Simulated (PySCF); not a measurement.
**Substituent effects on chemical shifts**

Parent skeleton `[CH3:1][CH:2]=[CH:3][SiH2:4][Cl:5]`; one hydrogen on atom 1 is replaced by X. Hydrogens on one atom are averaged.

PySCF 2.14.0 with density-fitted response routines calculation with coordinates at the GFN2-xTB level and PBE0/pcSseg-1 with gauge-including orbitals; relativity neglected, fast rotation and ring inversion assumed for equivalent nuclei, a single conformation, in vacuum.

Referencing at the same level of theory: TMS for 13C and 29Si and 1H; HCl for 35Cl.

Parent (X = H): C1 24.5, C2 161.0, C3 127.7, Si4 -33.2, Cl5 -44.8, H(C1) 2.11, H(C2) 7.07, H(C3) 5.92, H(Si4) 5.31 ppm. Effects are Δδ = δ(X) − δ(H), positive for deshielding.

Question: Give Δδ (ppm) for X = CN, CHF2, nPr.

Answer: 
```tsv
X	SMILES	C1	C2	C3	Si4	Cl5	H(C1)	H(C2)	H(C3)	H(Si4)
CN	N#CC/C=C\[SiH2]Cl	-0.7	-12.6	+11.5	+4.2	-31.8	+0.73	-0.42	+0.20	+0.28
CHF2	FC(F)C/C=C/[SiH2]Cl	+24.3	-9.5	+11.3	+11.9	-8.6	+0.63	-0.59	+0.30	-0.03
nPr	CCCC/C=C/[SiH2]Cl	+20.6	+0.3	+2.9	+11.1	-11.8	+0.11	-0.58	+0.02	-0.02
```

Question: Which position responds most, and to which substituents?

Answer: C1: from -0.7 ppm with CN to +24.3 ppm with CHF2.
